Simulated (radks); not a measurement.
Question: Valence configurations of Ru2+ (all share [Kr]). Method: non-relativistic Kohn-Sham, r2SCAN, spin-polarised, spherical densities, point nucleus; open shells are filled with parallel spins first (spin-orbit coupling, left out, can overturn this in heavy ions); meta-GGA in the generalised Kohn-Sham scheme; relativity is left out, which matters for an element this heavy; computed with a radial shooting solver on a logarithmic mesh with Libxc functionals. Order these by energy: 4d4.5 5s1 5p0.5; 4d6; 4d4 5s1.5 5p0.5; 4d4 5p2; 4d5 5p1; 4d3.5 5s1 5p1.5; 4d3.5 5p2.5; 4d3 5s1.5 5p1.5; 4d5.5 5p0.5; 4d4.5 5p1.5.

Answer: From the lowest, in eV above it: 4d6 0.000; 4d5.5 5p0.5 4.628; 4d5 5p1 9.402; 4d4.5 5s1 5p0.5 11.369; 4d4.5 5p1.5 17.475; 4d4 5s1.5 5p0.5 18.635; 4d4 5p2 26.152; 4d3.5 5s1 5p1.5 28.941; 4d3.5 5p2.5 35.450; 4d3 5s1.5 5p1.5 37.565. NIST lists [Kr] 4d6 as the ground configuration; this level of theory agrees among the configurations tried. The energies are those of spherical high-spin densities, not of single terms. Relativity is left out, which favours d and f over s occupation in heavy atoms.
